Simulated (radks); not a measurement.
The mean radii <r> (bohr) of the occupied orbitals of an atom or ion are listed with their occupations. All-electron calculation, scalar-relativistic Kohn-Sham, LB94 model potential, spin-polarised, spherical densities, finite nucleus; Fermi nuclear charge, rms radius of each element as measured or else 0.836 A^(1/3) + 0.57 fm. Program: a radial shooting solver on a logarithmic mesh with Libxc functionals.

orbital  occ.      <r>
1s up       1  0.01577
1s down     1  0.01577
2s up       1  0.06639
2s down     1  0.06639
2p up       3  0.06043
2p down     3  0.06043
3s up       1   0.1714
3s down     1   0.1714
3p up       3   0.1734
3p down     3   0.1734
3d up       5   0.1571
3d down     5   0.1571
4s up       1   0.3775
4s down     1   0.3775
4p up       3   0.4029
4p down     3   0.4029
4d up       5   0.4225
4d down     5   0.4225
5s up       1   0.8263
5s down     1   0.8267
4f up       7   0.4391
4f down     7   0.4391
5p up       3   0.9440
5p down     3   0.9456
5d down     5    1.230
5d up       5    1.222
6s down     1    2.101
6s up       1    2.120
6p up       3    2.938

Name the element and its charge. Open shells, if any, are filled with parallel spins first.

Answer. Z = 83, bismuth, charge 0: Bi in [Hg] 6p3. The 1s radius gives Z: for a bare nucleus <r> = (2 gamma + 1)/(2Z) with gamma = sqrt(1 - (Z/c)^2), 0.01561 bohr for Z = 83, and screening makes it slightly larger (0.01577 here). The occupations add up to 83, and the charge is Z minus that.
